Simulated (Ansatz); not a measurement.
Geometry optimisation, Ansatz 0.2.0, RKS B3LYP-D4/def2-SVP.

The input (input.yaml):

```yaml
crystal:
  periodic: [false, false, false]
  atoms:
    - { symbol: O, position_ang: [-0.4988, -0.9502, 1.7357] }
    - { symbol: Si, position_ang: [-0.8588, -0.2719, 0.2187] }
    - { symbol: F, position_ang: [0.54013, 0.17723, -0.47071] }
    - { symbol: Si, position_ang: [-2.02975, -1.85967, -1.1265] }
    - { symbol: H, position_ang: [-0.9422, -0.411, 2.4362] }
    - { symbol: H, position_ang: [-1.65493, 0.94626, 0.42566] }
    - { symbol: H, position_ang: [-2.3237, -1.23297, -2.44671] }
    - { symbol: H, position_ang: [-3.30227, -2.22928, -0.50181] }
    - { symbol: H, position_ang: [-1.16379, -3.05105, -1.3142] }
basis:
  gaussian: { orbitals: def2-SVP }
hamiltonian:
  xc: b3lyp
  dispersion: d4
relax:
  f_tol: 0.015
  max_steps: 40
output:
  orbitals: {}
```

Launched with:

```bash
$ ansatz run input.yaml --threads 1 --pin off --max-ram 2048MiB --backend cpu --events-out ev --progress --plain --runs-dir out
```

Question: Where does it end, and by what steps?

Answer: The run converged. After 9 steps the energy has fallen by 0.155 eV; H5 moved furthest, 0.50 Å.

```tsv
step	energy less start (eV)	largest force component (eV/Å)	accepted
0	0.0000	1.059	yes
1	-0.0075	1.324	yes
2	-0.0817	0.859	yes
3	-0.1308	0.410	yes
4	-0.1148	0.944	no
5	-0.1491	0.108	yes
6	-0.1542	0.045	yes
7	-0.1547	0.020	yes
8	-0.1548	0.073	yes
9	-0.1549	0.015	yes
```

```xyz
9
Properties=species:S:1:pos:R:3
O -0.779 -0.982 1.718
Si -0.999 -0.249 0.247
F 0.448 0.157 -0.391
Si -2.013 -1.843 -1.139
H -0.448 -0.450 2.453
H -1.743 1.037 0.387
H -2.204 -1.275 -2.506
H -3.345 -2.221 -0.584
H -1.150 -3.056 -1.229
```

Whether the end is a true minimum wasn't checked by a vibrational analysis.

Time of the run: 29 s on 1 thread of Arm Neoverse V2 (shared host), peak memory 0.18 GiB.
